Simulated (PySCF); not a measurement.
# Electron correlation in N (nitrogen, neutral)

[He] 2s1 2p4, high-spin 4P determinant (an excited configuration). Computed with PySCF 2.14 in def2-QZVPPD (8s4p4d2f1g, 63 functions), with the non-relativistic Hamiltonian (point nucleus). Frozen: nothing; 7 electrons correlated.

```tsv
level	correlation energy (mhartree)
CCSD	-142.67
(T)	-5.11
CCSD(T)	-147.78
```

Diagnostics: T1 = 0.020, D1 = 0.0650, largest double amplitude 0.129.

Question: Is a single reference adequate?

Answer: Mostly. T1 lies below 0.03, but a double amplitude of this size points to a near-degeneracy that CCSD handles and MP2 describes poorly.

This basis was not built for core-valence correlation, so the inner-shell part is incomplete.
